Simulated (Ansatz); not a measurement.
A made-up structure of GeH$_{3}$SO (charge -1), closed shell:

| atom | x (Å) | y (Å) | z (Å) |
| --- | --- | --- | --- |
| O1 | -1.0810 | 1.8456 | 0.0854 |
| Ge2 | 0.3448 | 0.2735 | 0.0896 |
| S3 | -0.4547 | -1.3384 | -0.2507 |
| H4 | -1.7681 | -1.0226 | -0.4081 |
| H5 | 1.4727 | 0.3318 | -0.9959 |
| H6 | 1.1023 | 0.0025 | 1.4338 |

It is relaxed with PBE-D4/def2-SVPD and then PBE0-D4/def2-TZVPD (Ansatz 0.2.0). Atoms count as bonded within 1.22 times the sum of their covalent radii (H–H: 0.88 Å). The end point is not checked to be a true minimum.

(1) Does its bonding change? (A judgement: the text doesn't fix the answer.)

Answers

(1) By the calculation: No: no bond forms or breaks.

Where it ends: The first stage lowers the energy by 3.92 eV in 8 steps. It ends as GeH₃SO ([O][GeH2][SH]), total charge -1:
```csv
atom,x (Å),y (Å),z (Å)
O1,-0.8039,1.6819,0.1054
Ge2,0.3360,0.4468,0.1118
S3,-0.6422,-1.6328,-0.3192
H4,-1.8437,-1.0439,-0.4226
H5,1.4707,0.4854,-0.9797
H6,1.0991,0.1550,1.4583
```

Labels in which every atom is bracketed show which atoms are joined, not bond orders.

For scale, one of the runs: PBE0-D4/def2-TZVPD relaxation, 167 basis functions, launched by `ansatz run in.yaml --threads 2 --pin off --events-out ev --progress --plain --max-ram 4352MiB`. The run took about 32 s on 2 CPU threads of an Arm Neoverse V1 (shared host).
